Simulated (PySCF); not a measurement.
Bonding in `CC[Si@H](C#N)N([SiH3])[SiH3]`

Compound: C3H12N2Si3.
Atom-mapped SMILES: `[CH3:1][CH2:2][Si@H:3]([C:4]#[N:5])[N:6]([SiH3:7])[SiH3:8]` (hydrogens: H9, H10, H11 on C1; H12, H13 on C2; H14 on Si3; H15, H16, H17 on Si7; H18, H19, H20 on Si8)

Cartesian coordinates in Å at the GFN2-xTB level; atoms count from 1:
```xyz
20
C3H12N2Si3 angstrom
C      3.0317    0.0044   -0.1016
C      1.6360   -0.3577   -0.5965
Si     0.2856    0.6336    0.2886
C      0.5119    0.2933    2.1179
N      0.6541    0.0773    3.2342
N     -1.3248    0.1410   -0.1421
Si    -1.6316   -0.8685   -1.5372
Si    -2.6612    0.5810    0.9021
H      3.2398    1.0573   -0.2777
H      3.7903   -0.5832   -0.6160
H      3.1210   -0.1825    0.9663
H      1.5802   -0.1788   -1.6705
H      1.4716   -1.4270   -0.4526
H      0.4420    2.0859    0.1139
H     -0.8036   -0.3735   -2.6374
H     -3.0490   -0.7445   -1.8639
H     -1.2928   -2.2586   -1.2207
H     -2.1606    1.5908    1.8280
H     -3.7190    1.1351    0.0577
H     -3.1266   -0.6147    1.6047
```

Bond orders from the PBE0/pcSseg-1 density (PySCF). One conformer (not necessarily the lowest) at the GFN2-xTB geometry, without solvent, vibrations or thermal averaging.

Q: How far do the computed orders between heavy atoms stray from the drawn ones?

A: The largest departure is 0.234, at Si3–C4 (drawn single, 0.766). Drawn single, order below 0.88: Si3–C4 (0.766), N6–Si7 (0.875) and N6–Si8 (0.846).

Q: Give the Mayer order of every bond, beside its length.

A: 
| bond | drawn as | length (Å) | Mayer order |
| --- | --- | --- | --- |
| C1–C2 | single | 1.525 | 1.057 |
| C2–Si3 | single | 1.895 | 0.934 |
| Si3–C4 | single | 1.874 | 0.766 |
| C4–N5 | triple | 1.146 | 2.923 |
| Si3–N6 | single | 1.738 | 0.925 |
| N6–Si7 | single | 1.749 | 0.875 |
| N6–Si8 | single | 1.752 | 0.846 |
| C1–H9 | single | 1.088 | 0.963 |
| C1–H10 | single | 1.089 | 0.966 |
| C1–H11 | single | 1.088 | 0.960 |
| C2–H12 | single | 1.090 | 0.936 |
| C2–H13 | single | 1.091 | 0.931 |
| Si3–H14 | single | 1.471 | 0.939 |
| Si7–H15 | single | 1.463 | 0.938 |
| Si7–H16 | single | 1.460 | 0.942 |
| Si7–H17 | single | 1.465 | 0.937 |
| Si8–H18 | single | 1.459 | 0.940 |
| Si8–H19 | single | 1.463 | 0.940 |
| Si8–H20 | single | 1.463 | 0.939 |

By pair of heavy elements: C–Si: lowest Si3–C4 (0.766, 1.874 Å), highest C2–Si3 (0.934, 1.895 Å); in 1 of the 1 pairs the longer bond (by over 0.003 Å) has the higher order (by 0.02 or more). N–Si: lowest N6–Si8 (0.846, 1.752 Å), highest Si3–N6 (0.925, 1.738 Å).

Q: Sum the orders of all bonds at each heavy atom with more than one neighbour and set the sums beside the valence in the SMILES.

A: C1 3.946 (drawn 4), C2 3.858 (drawn 4), Si3 3.564 (drawn 4), C4 3.689 (drawn 4), N6 2.646 (drawn 3), Si7 3.692 (drawn 4), Si8 3.665 (drawn 4). Orders between atoms that aren't bonded are not in these sums.

Mayer orders depend on the basis set.
